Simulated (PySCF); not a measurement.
# Vibration and rotation of PdF

r²SCAN constants of PdF, ²Σ⁺ (doublet), unpaired electrons σ ↑ (basis Pd def2-TZVPP with ECP28, F def2-TZVPP; scalar-relativistic core potentials; PySCF 2.14; masses 105.9035 and 18.9984 u):

```
ωe                  : 560.8 cm⁻¹
ωexe                : 3.03 cm⁻¹
Be                  : 0.28756 cm⁻¹
αe                  : 0.00211 cm⁻¹
De to Pd (4d10) + F : 3.76 eV
```

Task: What force constant and bond length do these constants imply?

Result: Reduced mass μred = 16.109 u; k = 5.8918×10⁻⁷·μred·ωe² (u, cm⁻¹, mdyn/Å) = 2.98 mdyn/Å; Re = √(16.8576/(μred·Be)) (u, cm⁻¹, Å) = 1.908 Å.

Task: Estimate the centrifugal constant D from the Kratzer relation and find the Dunham coefficient a1.

Result: D = 4Be³/ωe² = 3.02e-07 cm⁻¹; a1 = −1 − αeωe/(6Be²) = -3.38.

The metal atom is held in its measured ground configuration; semilocal functionals can put another filling of s and d lower by some tenths of an eV, and De to that atom would be smaller. These are scalar-relativistic numbers at best; spin–orbit coupling would shift them, the dissociation energy most. The state is the lowest single determinant that the PBE0 search found; with open d or f shells the true ground state can be another one.
